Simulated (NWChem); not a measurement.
System: NbSCl3; SMILES [Nb]([Cl])([Cl])([Cl])=[S]

Input file for NWChem:

```
start job
memory heap 200 mb stack 900 mb global 1100 mb
geometry units angstroms
  Nb    -0.006072     0.002968     0.004233
  S      1.683318    -0.826431    -1.151591
  Cl     0.810410     0.734376     1.908752
  Cl    -0.869128     1.634266    -1.188778
  Cl    -1.446587    -1.627817     0.311455
end
basis spherical
  * library def2-svp
end
ecp
  Nb library def2-ecp
end
dft
  xc xpbe96 cpbe96
  disp vdw 4
  iterations 150
end
driver
  maxiter 120
end
task dft optimize
dft
  grid fine
  convergence energy 1d-8 density 1d-7
end
task dft freq numerical
```

Parts of the log:

```
             Northwest Computational Chemistry Package (NWChem) 7.3.0
             --------------------------------------------------------

 C1  symmetry detected

                             Geometry "geometry" -> ""
                             -------------------------

 Output coordinates in angstroms (scale by  1.889725989 to convert to a.u.)

  No.       Tag          Charge          X              Y              Z
 ---- ---------------- ---------- -------------- -------------- --------------
    1 Nb                  41.0000    -0.00003412    -0.00039855    -0.02096134
    2 S                   16.0000    -0.00017804     0.01210018     2.18759342
    3 Cl                  17.0000    -1.08245504     1.79554789    -0.67802639
    4 Cl                  17.0000     2.09936985     0.03450868    -0.66946621
    5 Cl                  17.0000    -1.01666495    -1.84048375    -0.66086503

 Effective nuclear repulsion energy (a.u.)     908.6540024288

                                Z-matrix (autoz)
                                --------

 Units are Angstrom for bonds and degrees for angles

      Type          Name      I     J     K     L     M      Value
      ----------- --------  ----- ----- ----- ----- ----- ----------
    1 Stretch                  1     2                       2.20859
    2 Stretch                  1     3                       2.19745
    3 Stretch                  1     4                       2.19756
    4 Stretch                  1     5                       2.19748
    5 Bend                     2     1     3               107.11858
    6 Bend                     2     1     4               107.16172
    7 Bend                     2     1     5               107.21166
    8 Bend                     3     1     4               111.67597
    9 Bend                     3     1     5               111.67903
   10 Bend                     4     1     5               111.67479

                           NWChem Geometry Optimization
                           ----------------------------

 maximum gradient threshold         (gmax) =   0.000450
 rms gradient threshold             (grms) =   0.000300
 maximum cartesian step threshold   (xmax) =   0.001800
 rms cartesian step threshold       (xrms) =   0.001200
 fixed trust radius                (trust) =   0.300000
 source of zmatrix                         =   autoz

          -------------------
          Energy Minimization
          -------------------

[...]

      ----------------------
      Optimization converged
      ----------------------

  Step       Energy      Delta E   Gmax     Grms     Xrms     Xmax
  ---- ---------------- -------- -------- -------- -------- --------
@    4   -1834.77998266 -6.2D-08  0.00005  0.00002  0.00028  0.00065
                                     ok       ok       ok       ok

                                Z-matrix (autoz)
                                --------

 Units are Angstrom for bonds and degrees for angles

      Type          Name      I     J     K     L     M      Value     Gradient
      ----------- --------  ----- ----- ----- ----- ----- ---------- ----------
    1 Stretch                  1     2                       2.14393   -0.00005
    2 Stretch                  1     3                       2.28505   -0.00001
    3 Stretch                  1     4                       2.28505   -0.00001
    4 Stretch                  1     5                       2.28505   -0.00001
    5 Bend                     2     1     3               107.80211   -0.00000
    6 Bend                     2     1     4               107.80322    0.00000
    7 Bend                     2     1     5               107.80280    0.00000
    8 Bend                     3     1     4               111.08660   -0.00000
    9 Bend                     3     1     5               111.08736   -0.00000
   10 Bend                     4     1     5               111.08688   -0.00000

                         Geometry "geometry" -> "geometry"
                         ---------------------------------

 Output coordinates in angstroms (scale by  1.889725989 to convert to a.u.)

[...]

 Rotational Constants
 --------------------
 A=   0.037769 cm-1  (  0.054340 K)
 B=   0.037769 cm-1  (  0.054339 K)
 C=   0.033949 cm-1  (  0.048844 K)

 Temperature                      =   298.15K
 frequency scaling parameter      =   1.0000

 Zero-Point correction to Energy  =    3.479 kcal/mol  (  0.005545 au)
 Thermal correction to Energy     =    8.086 kcal/mol  (  0.012886 au)
 Thermal correction to Enthalpy   =    8.678 kcal/mol  (  0.013830 au)

 Total Entropy                    =   90.566 cal/mol-K
   - Translational                =   42.179 cal/mol-K (mol. weight = 229.7846)
   - Rotational                   =   29.876 cal/mol-K (symmetry #  =        1)
   - Vibrational                  =   18.511 cal/mol-K

 Cv (constant volume heat capacity) =   21.001 cal/mol-K
   - Translational                  =    2.979 cal/mol-K
   - Rotational                     =    2.979 cal/mol-K
   - Vibrational                    =   15.043 cal/mol-K

[normal modes left out]

 ----------------------------------------------------------------------------
 Normal Eigenvalue ||           Projected Infra Red Intensities
  Mode   [cm**-1]  || [atomic units] [(debye/angs)**2] [(KM/mol)] [arbitrary]
 ------ ---------- || -------------- ----------------- ---------- -----------
    1       -0.000 ||    0.000004           0.000         0.004       0.003
    2       -0.000 ||    0.000011           0.000         0.010       0.007
    3       -0.000 ||    0.000001           0.000         0.000       0.000
    4        0.000 ||    0.000000           0.000         0.000       0.000
    5        0.000 ||    0.000047           0.001         0.046       0.032
    6        0.000 ||    0.000060           0.001         0.059       0.041
    7      101.991 ||    0.000573           0.013         0.559       0.392
    8      101.997 ||    0.000574           0.013         0.559       0.392
    9      126.620 ||    0.000247           0.006         0.241       0.169
   10      145.967 ||    0.000130           0.003         0.127       0.089
   11      145.971 ||    0.000130           0.003         0.127       0.089
   12      382.442 ||    0.014709           0.339        14.339      10.055
   13      433.289 ||    0.074313           1.714        72.444      50.802
   14      433.295 ||    0.074316           1.715        72.447      50.804
   15      563.371 ||    0.054305           1.253        52.939      37.124
 ----------------------------------------------------------------------------
```

Level: PBE-D3(BJ)/def2-SVP with def2 effective core potentials on Nb. def2 effective core potentials on Nb; no spin-orbit coupling. The printed entropy takes a lower symmetry number than the molecule has.
